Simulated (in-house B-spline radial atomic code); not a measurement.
Inner levels of titanium as electrons are removed. A shift is the extra binding of the orbital against the neutral atom ([Ar] 3d2 4s2). The density at the nucleus is averaged over the nuclear charge. Computed with a radial B-spline atomic code at the basis-set limit: Dirac-Hartree-Fock, average of the configuration, finite nuclei.

```csv
ion,configuration,shift of 1s1/2 (eV),radius of 1s1/2 (bohr),Σ<r²> (bohr²),change of density at nucleus (bohr⁻³)
Ti9+,[Ne] 3s2 3p1,211.38,0.069496,3.5592,39.953
Ti10+,[Ne] 3s2,248.63,0.069484,2.5675,49.838
Ti11+,[Ne] 3s1,286.54,0.069481,1.6721,-6.929
Ti12+,[He] 2s2 2p6,325.99,0.069477,0.84376,-69.762
Ti13+,[He] 2s2 2p5,429.15,0.069395,0.71273,-36.884
Ti14+,[He] 2s2 2p4,536.73,0.069304,0.59347,-2.2189
Ti15+,[He] 2s2 2p3,648.68,0.069206,0.48466,34.247
Ti16+,[He] 2s2 2p2,764.98,0.069098,0.38514,72.529
Ti17+,[He] 2s2 2p1,885.59,0.068983,0.29393,112.64
Ti18+,[He] 2s2,1010.47,0.068859,0.21018,154.6
Ti19+,[He] 2s1,1121.38,0.068845,0.10868,-246.85
Ti20+,1s2,1234.96,0.06878,0.01267,-674.34
Ti21+,1s1,1608.09,0.067592,0.0061049,-4420.37
```
